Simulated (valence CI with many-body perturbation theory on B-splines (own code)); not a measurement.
**Energy levels of Er55+**

Level of theory: valence CI with perturbative core correlation (CI+MBPT): three valence electrons over a frozen Dirac-Fock core [Ne], a basis of 11 s, 11 p, 10 d, 8 f, 5 g, 2 h functions for each j, with the one-electron correlation potential Σ1, the two-electron term Σ2, the three-electron term Σ3, Breit, model QED; selected CI, second order for the rest, scaled by the run's own slope (own B-spline code, finite nucleus).

The last digits are not significant, and no measured levels were compared; by estimate large intervals hold to a few tenths of a per cent, small ones and those within an open d or f shell to about a per cent.

Levels 136 to 157 of 157, with energies above the lowest level, (3s^2 3p1/2) J=1/2. "Leading %" is the weight of the configuration and term that name the level; weights of strongly mixed levels are sums over their largest components and can fall short, so below about 35 % the name and the second component can differ from the true leading terms, or belong to a minority configuration. In the jj column 3d3/2^4 stands for four electrons in 3d with j = 3/2. Lifetimes count E1, E2, E3, M1 and M2 decay at the calculated energies, and are blank where another channel may lead or the interval is too uncertain; long ones can be off by a factor of two.

| No. | Configuration | Term | J | E (Ry) | Leading % | Leading jj | Lifetime | g |
| --- | --- | --- | --- | --- | --- | --- | --- | --- |
| 136 | 3d3 | 4P | 5/2 | 124.40 | 40 | 3d3/2^2 3d5/2 (92 %) | 508 fs | 1.274 |
| 137 | 3d3 | 4F | 7/2 | 125.91 | 63 | 3d3/2 3d5/2^2 (98 %) | 808 fs | 1.103 |
| 138 | 3d3 | 4F | 9/2 | 126.17 | 52 | 3d3/2 3d5/2^2 (97 %) | 895 fs | 1.132 |
| 139 | 3d3 | 4P | 3/2 | 126.71 | 41 | 3d3/2 3d5/2^2 (99 %) | 758 fs | 1.120 |
| 140 | 3d3 | 2H | 11/2 | 126.80 | 100 | 3d3/2 3d5/2^2 (100 %) | 1.06 ps | 1.080 |
| 141 | 3d3 | 2P | 1/2 | 126.96 | 59 | 3d3/2 3d5/2^2 (99 %) | 724 fs | 1.470 |
| 142 | 3d3 | 2D | 5/2 | 127.05 | 44 | 3d3/2 3d5/2^2 (92 %) | 707 fs | 1.257 |
| 143 | 3d3 | 2F | 5/2 | 127.61 | 42 | 3d3/2 3d5/2^2 (97 %) | 826 fs | 1.098 |
| 144 | 3d3 | 2F | 7/2 | 127.65 | 81 | 3d3/2 3d5/2^2 (98 %) | 861 fs | 1.092 |
| 145 | 3d3 | 2D | 3/2 | 129.20 | 72 | 3d3/2 3d5/2^2 (91 %) | 798 fs | 0.918 |
| 146 | 3d3 | 2G | 9/2 | 130.25 | 51 | 3d5/2^3 (98 %) | 1.88 ps | 1.153 |
| 147 | 3d3 | 2D | 3/2 | 131.49 | 50 | 3d5/2^3 (92 %) | 1.47 ps | 1.096 |
| 148 | 3d3 | 2D | 5/2 | 132.26 | 62 | 3d5/2^3 (95 %) | 1.43 ps | 1.159 |
| 149 | 3s2 4s | 2S | 1/2 | 179.17 | 99 | 3s^2 4s (99 %) | 24.2 fs | 1.994 |
| 150 | 3s2 4p | 2P° | 1/2 | 184.01 | 98 | 3s^2 4p1/2 (98 %) | 97.0 fs | 0.664 |
| 151 | 3s 3p 4s | 4P° | 1/2 | 188.32 | 86 | 3s 3p1/2 4s (99 %) | 29.3 fs | 2.376 |
| 152 | 3s 3p 4s | 4P° | 3/2 | 189.01 | 56 | 3s 3p1/2 4s (91 %) | 28.1 fs | 1.548 |
| 153 | 3s 3p 4s | 2P° | 1/2 | 189.94 | 94 | 3s 3p1/2 4s (99 %) | 32.5 fs | 0.760 |
| 154 | 3s2 4p | 2P° | 3/2 | 191.44 | 91 | 3s^2 4p3/2 (91 %) | 102 fs | 1.353 |
| 155 | 3s 3p 4p | 4D | 1/2 | 192.79 | 71 | 3s 3p1/2 4p1/2 (100 %) | 45.0 fs | 0.285 |
| 156 | 3s 3p 4p | 4D | 3/2 | 193.60 | 41 | 3s 3p1/2 4p1/2 (96 %) | 21.2 fs | 1.115 |
| 157 | 3s 3p 4p | 4P | 1/2 | 194.66 | 49 | 3s 3p1/2 4p1/2 (98 %) | 43.7 fs | 1.986 |
